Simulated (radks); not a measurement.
The mercury ion Hg+, 79 electrons, occupied as [Xe] 4f14 5d10 6s1. All-electron calculation, scalar-relativistic Kohn-Sham, LDA (Slater exchange, VWN5 correlation), spin-polarised, spherical densities, finite nucleus; open shells are filled with parallel spins first (spin-orbit coupling, left out, can overturn this in heavy ions); Fermi nuclear charge, rms radius 5.4648 fm. Program: a radial shooting solver on a logarithmic mesh with Libxc functionals.

Unscreened Slater integrals over Kohn-Sham orbitals (hartree). They are taken over the spin-up orbitals.

\begin{tabular}{lr}
integral & value \\ \hline
F0(6s,6s) & 0.36203 \\
F0(6s,5d) & 0.42791 \\
G2(6s,5d) & 0.10247 \\
F0(6s,5p) & 0.45082 \\
G1(6s,5p) & 0.031897 \\
F0(6s,4f) & 0.47569 \\
G3(6s,4f) & 0.011955 \\
F0(5d,5d) & 0.61406 \\
F2(5d,5d) & 0.31413 \\
F4(5d,5d) & 0.20681 \\
F0(5d,5p) & 0.70788 \\
F2(5d,5p) & 0.34519 \\
G1(5d,5p) & 0.41360 \\
G3(5d,5p) & 0.25529 \\
F0(5d,4f) & 0.80427 \\
F2(5d,4f) & 0.18279 \\
F4(5d,4f) & 0.084222 \\
G1(5d,4f) & 0.056536 \\
G3(5d,4f) & 0.054377 \\
G5(5d,4f) & 0.043831 \\
F0(5p,5p) & 0.86569 \\
F2(5p,5p) & 0.46544 \\
F0(5p,4f) & 1.0697 \\
F2(5p,4f) & 0.33027 \\
G2(5p,4f) & 0.12141 \\
G4(5p,4f) & 0.10399 \\
F0(4f,4f) & 1.8935 \\
F2(4f,4f) & 0.94439 \\
F4(4f,4f) & 0.60225 \\
F6(4f,4f) & 0.43617 \\
\end{tabular}
